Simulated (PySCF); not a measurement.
# How methods differ on the excitation energy of Cs

Cs [Xe] 6s1 (2S) → Cs [Xe] 5d1 (2D), as a difference of total energies. All numbers are calculated (PySCF 2.14, the spin-free X2C one-electron Hamiltonian (Gaussian nucleus), in ANO-RCC-VTZP (8s7p4d2f1g, 72 functions)). Correlated levels: valence and next inner shell: [Kr] 4d10 frozen. The calculations carry no spin-orbit coupling.

| method | excitation energy (cm⁻¹) | error (cm⁻¹) |
| --- | --- | --- |
| UHF | 14419 | -139 |
| LDA | 13299 | -1259 |
| PBE | 12121 | -2437 |
| PBE0 | 12502 | -2056 |
| r2SCAN | 12126 | -2432 |
| LC-wPBE | 13632 | -926 |
| MN15 | 14609 | +51 |
| MP2 (valence and next inner shell) | 15106 | +548 |
| SCS-MP2 (valence and next inner shell) | 14972 | +414 |

Reference: 14558 cm⁻¹ (measured; NIST levels, between the centres of gravity of the two terms).

Errors of the correlated levels include the incompleteness of this basis and the frozen core.
